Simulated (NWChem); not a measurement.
CH3F3OSi; SMILES CO[Si](F)(F)F

```xyz
9

C      0.0171     2.3032     0.0000
O      0.7225     1.0590     0.0000
Si     0.0220    -0.3983     0.0000
F     -0.9008    -0.6193    -1.2776
F      1.1643    -1.4958     0.0000
F     -0.9008    -0.6193     1.2776
H     -0.6084     2.3962     0.8949
H     -0.6084     2.3962    -0.8949
H      0.7619     3.1015     0.0000
```
Atoms are numbered in this order, from 1.

Results from NWChem. Medium grid unless said otherwise, to which SCAN and Minnesota functionals are sensitive. All runs use the structure optimised with B3LYP/6-31G* (spherical d). Hybrids' shares of exact exchange are those that their runs print; pure functionals count as 0. The functionals differ in more than this share.

```
row               share of exact exchange  highest occupied level (eV)
----------------  -----------------------  ---------------------------
PBE/def2-TZVP                        0.00                        -7.73
r2SCAN/def2-TZVP                     0.00                        -8.11
TPSSh/def2-TZVP                      0.10                        -8.52
B3LYP/def2-TZVP                      0.20                        -9.17
M06-2X/def2-TZVP                     0.54                     withheld
```

Task: Fit a straight line of the last column on the one before it, predict the withheld value, and compare with the run.

Result: 
1. Means of the 4 shown rows: x = 0.075, y = -8.383. Slope Σ(x − x̄)(y − ȳ)/Σ(x − x̄)² = -0.1713/0.02750 = -6.227; intercept -7.915.
2. The shown rows scatter about the line by 0.135 (root mean square); the largest residual is -0.19, at r2SCAN/def2-TZVP.
3. At x = 0.54 (M06-2X/def2-TZVP; beyond the shown range) the line gives -11.28.
4. The run gives -11.09, +0.19 from the line, 1.4 times the scatter.
